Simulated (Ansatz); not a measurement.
Ansatz (a first-principles code) input (B3LYP-D3(BJ)/def2-TZVP):

Ansatz 0.2 input:
```yaml
crystal:
  periodic: [false, false, false]
  atoms:
    - {symbol: B, position_ang: [-0.75292693, -0.03938241, -0.04068470]}
    - {symbol: N, position_ang: [0.69916731, -0.00104991, -0.01098677]}
    - {symbol: H, position_ang: [-1.23341142, -0.71105686, -0.90474779]}
    - {symbol: H, position_ang: [-1.20904296, 1.12392383, 0.06209953]}
    - {symbol: H, position_ang: [-1.19454407, -0.24121976, 1.11522353]}
    - {symbol: H, position_ang: [1.22013636, 0.53055227, 0.67094606]}
    - {symbol: H, position_ang: [1.28732554, -0.49793807, -0.66319044]}
basis:
  gaussian:
    orbitals: def2-TZVP
hamiltonian:
  xc: b3lyp
  dispersion: d3bj
magnetization: {spin_polarized: true, initial_magnetization: 1}
phonons: {temperatures: {t_min: 298.15, t_max: 298.15, t_step: 100}}
```

Output:

```
Functional definition: B3LYP
integrals: 0.02 GiB planned
544 factors; their error is unknown
mean field: 0.25 GiB planned
mean field evaluation 1: about -2241.2731 eV, gradient 3.9e1 eV
mean field evaluation 2: about -2232.7757 eV, gradient 5.6e1 eV
mean field evaluation 4: about -2247.6480 eV, gradient 3.6e0 eV
mean field evaluation 8: about -2247.7164 eV, gradient 5.8e-2 eV
mean field evaluation 16: about -2247.7140 eV, gradient 2.6e-5 eV
mean field -2247.71396049 eV, -82.6019644929 hartree, gradient 8.9e-6 eV, S^2 0.757419; 0 other end points of the search recorded, 0 dependent functions left out
the calculation of the forces begins
reference -2247.71418139 eV, -82.6019726109 hartree; 9, 8 occupied and 83, 84 virtual orbitals, 544 factors
these checks for a lower state are left out or cut short: stability, starts, cluster_reference, orbital_swaps, neighbouring_geometries, increment
integrals: 0.02 GiB planned
544 factors; their error is unknown
mean field: 0.25 GiB planned
mean field -2247.71386479 eV, -82.6019609757 hartree, gradient 1.1e-6 eV, S^2 0.757406; 0 other end points of the search recorded, 0 dependent functions left out
the calculation of the forces begins
reference -2247.71408573 eV, -82.6019690952 hartree; 9, 8 occupied and 83, 84 virtual orbitals, 544 factors
these checks for a lower state are left out or cut short: stability, starts, cluster_reference, orbital_swaps, neighbouring_geometries, increment
integrals: 0.02 GiB planned
544 factors; their error is unknown
mean field: 0.25 GiB planned
mean field evaluation 32: about -2247.7138 eV, gradient 1.1e-6 eV
mean field -2247.71381449 eV, -82.6019591274 hartree, gradient 1.1e-6 eV, S^2 0.757432; 0 other end points of the search recorded, 0 dependent functions left out
the calculation of the forces begins
reference -2247.71403535 eV, -82.6019672439 hartree; 9, 8 occupied and 83, 84 virtual orbitals, 544 factors
these checks for a lower state are left out or cut short: stability, starts, cluster_reference, orbital_swaps, neighbouring_geometries, increment
integrals: 0.02 GiB planned
544 factors; their error is unknown
mean field: 0.25 GiB planned
mean field -2247.71386212 eV, -82.6019608777 hartree, gradient 1.1e-6 eV, S^2 0.757425; 0 other end points of the search recorded, 0 dependent functions left out
the calculation of the forces begins
reference -2247.71408304 eV, -82.6019689964 hartree; 9, 8 occupied and 83, 84 virtual orbitals, 544 factors
these checks for a lower state are left out or cut short: stability, starts, cluster_reference, orbital_swaps, neighbouring_geometries, increment
integrals: 0.02 GiB planned
544 factors; their error is unknown
mean field: 0.25 GiB planned
mean field -2247.71390473 eV, -82.6019624434 hartree, gradient 1.1e-6 eV, S^2 0.757413; 0 other end points of the search recorded, 0 dependent functions left out
the calculation of the forces begins
reference -2247.71412561 eV, -82.6019705608 hartree; 9, 8 occupied and 83, 84 virtual orbitals, 544 factors
these checks for a lower state are left out or cut short: stability, starts, cluster_reference, orbital_swaps, neighbouring_geometries, increment
integrals: 0.02 GiB planned
544 factors; their error is unknown
mean field: 0.25 GiB planned
mean field -2247.71373710 eV, -82.6019562835 hartree, gradient 2.9e-6 eV, S^2 0.757416; 0 other end points of the search recorded, 0 dependent functions left out
the calculation of the forces begins
reference -2247.71395801 eV, -82.6019644016 hartree; 9, 8 occupied and 83, 84 virtual orbitals, 544 factors
these checks for a lower state are left out or cut short: stability, starts, cluster_reference, orbital_swaps, neighbouring_geometries, increment
integrals: 0.02 GiB planned
[...]
mean field -2247.71395056 eV, -82.6019641277 hartree, gradient 1.9e-6 eV, S^2 0.757418; 0 other end points of the search recorded, 0 dependent functions left out
the calculation of the forces begins
reference -2247.71417148 eV, -82.6019722464 hartree; 9, 8 occupied and 83, 84 virtual orbitals, 544 factors
these checks for a lower state are left out or cut short: stability, starts, cluster_reference, orbital_swaps, neighbouring_geometries, increment
integrals: 0.02 GiB planned
544 factors; their error is unknown
mean field: 0.25 GiB planned
mean field -2247.71394661 eV, -82.6019639827 hartree, gradient 1.4e-6 eV, S^2 0.757411; 0 other end points of the search recorded, 0 dependent functions left out
the calculation of the forces begins
reference -2247.71416749 eV, -82.6019720999 hartree; 9, 8 occupied and 83, 84 virtual orbitals, 544 factors
these checks for a lower state are left out or cut short: stability, starts, cluster_reference, orbital_swaps, neighbouring_geometries, increment
integrals: 0.02 GiB planned
544 factors; their error is unknown
mean field: 0.25 GiB planned
mean field -2247.71394913 eV, -82.6019640752 hartree, gradient 1.5e-6 eV, S^2 0.757427; 0 other end points of the search recorded, 0 dependent functions left out
the calculation of the forces begins
reference -2247.71417005 eV, -82.6019721940 hartree; 9, 8 occupied and 83, 84 virtual orbitals, 544 factors
these checks for a lower state are left out or cut short: stability, starts, cluster_reference, orbital_swaps, neighbouring_geometries, increment
integrals: 0.02 GiB planned
544 factors; their error is unknown
mean field: 0.25 GiB planned
mean field -2247.71390050 eV, -82.6019622883 hartree, gradient 2.1e-6 eV, S^2 0.757433; 0 other end points of the search recorded, 0 dependent functions left out
the calculation of the forces begins
reference -2247.71412143 eV, -82.6019704072 hartree; 9, 8 occupied and 83, 84 virtual orbitals, 544 factors
these checks for a lower state are left out or cut short: stability, starts, cluster_reference, orbital_swaps, neighbouring_geometries, increment
integrals: 0.02 GiB planned
544 factors; their error is unknown
mean field: 0.25 GiB planned
mean field -2247.71393717 eV, -82.6019636358 hartree, gradient 2.5e-6 eV, S^2 0.757405; 0 other end points of the search recorded, 0 dependent functions left out
the calculation of the forces begins
reference -2247.71415805 eV, -82.6019717529 hartree; 9, 8 occupied and 83, 84 virtual orbitals, 544 factors
these checks for a lower state are left out or cut short: stability, starts, cluster_reference, orbital_swaps, neighbouring_geometries, increment
integrals: 0.02 GiB planned
544 factors; their error is unknown
mean field: 0.25 GiB planned
mean field -2247.71395338 eV, -82.6019642316 hartree, gradient 1.5e-6 eV, S^2 0.757418; 0 other end points of the search recorded, 0 dependent functions left out
the calculation of the forces begins
reference -2247.71417427 eV, -82.6019723490 hartree; 9, 8 occupied and 83, 84 virtual orbitals, 544 factors
these checks for a lower state are left out or cut short: stability, starts, cluster_reference, orbital_swaps, neighbouring_geometries, increment
integrals: 0.02 GiB planned
544 factors; their error is unknown
mean field: 0.25 GiB planned
mean field evaluation 128: about -2247.7167 eV, gradient 1.6e-1 eV
mean field -2247.71395731 eV, -82.6019643759 hartree, gradient 1.8e-6 eV, S^2 0.757420; 0 other end points of the search recorded, 0 dependent functions left out
the calculation of the forces begins
reference -2247.71417823 eV, -82.6019724946 hartree; 9, 8 occupied and 83, 84 virtual orbitals, 544 factors
these checks for a lower state are left out or cut short: stability, starts, cluster_reference, orbital_swaps, neighbouring_geometries, increment
integrals: 0.02 GiB planned
544 factors; their error is unknown
mean field: 0.25 GiB planned
mean field -2247.71385602 eV, -82.6019606534 hartree, gradient 1.9e-6 eV, S^2 0.757423; 0 other end points of the search recorded, 0 dependent functions left out
the calculation of the forces begins
reference -2247.71407695 eV, -82.6019687724 hartree; 9, 8 occupied and 83, 84 virtual orbitals, 544 factors
these checks for a lower state are left out or cut short: stability, starts, cluster_reference, orbital_swaps, neighbouring_geometries, increment
integrals: 0.02 GiB planned
544 factors; their error is unknown
mean field: 0.25 GiB planned
mean field -2247.71384774 eV, -82.6019603493 hartree, gradient 1.8e-6 eV, S^2 0.757415; 0 other end points of the search recorded, 0 dependent functions left out
the calculation of the forces begins
reference -2247.71406861 eV, -82.6019684663 hartree; 9, 8 occupied and 83, 84 virtual orbitals, 544 factors
these checks for a lower state are left out or cut short: stability, starts, cluster_reference, orbital_swaps, neighbouring_geometries, increment
integrals: 0.02 GiB planned
544 factors; their error is unknown
mean field: 0.25 GiB planned
mean field -2247.71394403 eV, -82.6019638878 hartree, gradient 2.7e-6 eV, S^2 0.757420; 0 other end points of the search recorded, 0 dependent functions left out
the calculation of the forces begins
reference -2247.71416494 eV, -82.6019720062 hartree; 9, 8 occupied and 83, 84 virtual orbitals, 544 factors
these checks for a lower state are left out or cut short: stability, starts, cluster_reference, orbital_swaps, neighbouring_geometries, increment
integrals: 0.02 GiB planned
544 factors; their error is unknown
mean field: 0.25 GiB planned
mean field -2247.71392534 eV, -82.6019632009 hartree, gradient 2.5e-6 eV, S^2 0.757417; 0 other end points of the search recorded, 0 dependent functions left out
the calculation of the forces begins
reference -2247.71414623 eV, -82.6019713184 hartree; 9, 8 occupied and 83, 84 virtual orbitals, 544 factors
these checks for a lower state are left out or cut short: stability, starts, cluster_reference, orbital_swaps, neighbouring_geometries, increment
integrals: 0.02 GiB planned
544 factors; their error is unknown
mean field: 0.25 GiB planned
mean field evaluation 160: about -2247.7165 eV, gradient 1.9e-1 eV
mean field -2247.71385481 eV, -82.6019606092 hartree, gradient 1.9e-6 eV, S^2 0.757414; 0 other end points of the search recorded, 0 dependent functions left out
the calculation of the forces begins
reference -2247.71407567 eV, -82.6019687254 hartree; 9, 8 occupied and 83, 84 virtual orbitals, 544 factors
these checks for a lower state are left out or cut short: stability, starts, cluster_reference, orbital_swaps, neighbouring_geometries, increment
integrals: 0.02 GiB planned
544 factors; their error is unknown
mean field: 0.25 GiB planned
mean field -2247.71386600 eV, -82.6019610203 hartree, gradient 1.2e-6 eV, S^2 0.757424; 0 other end points of the search recorded, 0 dependent functions left out
the calculation of the forces begins
reference -2247.71408695 eV, -82.6019691400 hartree; 9, 8 occupied and 83, 84 virtual orbitals, 544 factors
these checks for a lower state are left out or cut short: stability, starts, cluster_reference, orbital_swaps, neighbouring_geometries, increment
integrals: 0.02 GiB planned
544 factors; their error is unknown
mean field: 0.25 GiB planned
mean field -2247.71394079 eV, -82.6019637687 hartree, gradient 3.0e-6 eV, S^2 0.757421; 0 other end points of the search recorded, 0 dependent functions left out
the calculation of the forces begins
reference -2247.71416171 eV, -82.6019718876 hartree; 9, 8 occupied and 83, 84 virtual orbitals, 544 factors
these checks for a lower state are left out or cut short: stability, starts, cluster_reference, orbital_swaps, neighbouring_geometries, increment
integrals: 0.02 GiB planned
544 factors; their error is unknown
mean field: 0.25 GiB planned
mean field -2247.71392024 eV, -82.6019630136 hartree, gradient 2.8e-6 eV, S^2 0.757417; 0 other end points of the search recorded, 0 dependent functions left out
the calculation of the forces begins
reference -2247.71414112 eV, -82.6019711307 hartree; 9, 8 occupied and 83, 84 virtual orbitals, 544 factors
Total energy: -2247.83746940 eV, -82.6065033615 hartree
Atom 0 at    -0.752927    -0.039382    -0.040685 Å, force     0.000126     0.000034     0.000042 eV/Å
Atom 1 at     0.699167    -0.001050    -0.010987 Å, force     0.000479    -0.000023    -0.000036 eV/Å
Atom 2 at    -1.233411    -0.711057    -0.904748 Å, force     0.000095     0.000028     0.000035 eV/Å
Atom 3 at    -1.209043     1.123924     0.062100 Å, force    -0.000066     0.000244    -0.000131 eV/Å
Atom 4 at    -1.194544    -0.241220     1.115224 Å, force    -0.000062    -0.000190     0.000204 eV/Å
Atom 5 at     1.220136     0.530552     0.670946 Å, force    -0.000386    -0.000301    -0.000384 eV/Å
Atom 6 at     1.287326    -0.497938    -0.663190 Å, force    -0.000186     0.000207     0.000270 eV/Å
Dipole moment:     0.572232     0.062614     0.073287 e Å
Vibrations: 265.42 535.72 697.92 710.34 731.95 990.06 1023.38 1079.41 1209.22 1620.27 2036.85 2176.55 2589.39 3549.91 3645.38 cm⁻¹, zero-point energy 1.417249 eV
```

It need not be the lowest isomer of its formula.
